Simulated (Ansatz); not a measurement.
TiO₄, relaxed as a singlet with RKS PBE0-D4/def2-SVP in Ansatz, starting from the GFN1-xTB geometry. Force threshold 0.02 eV/Å.

The structure holds 2 bonds between oxygen atoms, so isomers without such links may lie far lower. The relaxation made no stability test and no search for a lower SCF solution. The structure comes from a short search, and lower isomers may exist.

Start:

Cartesian coordinates in Å:
```
Ti -0.001 0.001 0.000
O 0.029 1.079 1.304
O -0.046 -0.287 1.668
O 0.709 -0.496 -1.455
O -0.691 -0.296 -1.517
```

```json
{"step": "1", "energy (eV)": "-31276.4566", "largest force component (eV/Å)": "4.349", "SCF passes": "17"}
{"step": "2", "energy (eV)": "-31277.1580", "largest force component (eV/Å)": "1.558", "SCF passes": "23"}
{"step": "3", "energy (eV)": "-31277.2999", "largest force component (eV/Å)": "0.042", "SCF passes": "23"}
{"step": "4", "energy (eV)": "-31277.3000", "largest force component (eV/Å)": "0.009", "SCF passes": "25"}
```

Force components are those of the run's own axes.

End:

```xyz
5

Ti   -0.0004    0.0004   -0.0001
O     0.0615    1.1162    1.4173
O    -0.0802   -0.2632    1.7835
O     0.7229   -0.4966   -1.5770
O    -0.7038   -0.3568   -1.6236
```

By distances, no bond broke or formed. The bond that changes most is Ti1–O5, from 1.69 to 1.81 Å (atoms count from 1).

No frequencies were taken in this run, so the end may be a saddle point.

It took 3.9 s on 4 threads of Arm Neoverse V1 on a shared host.
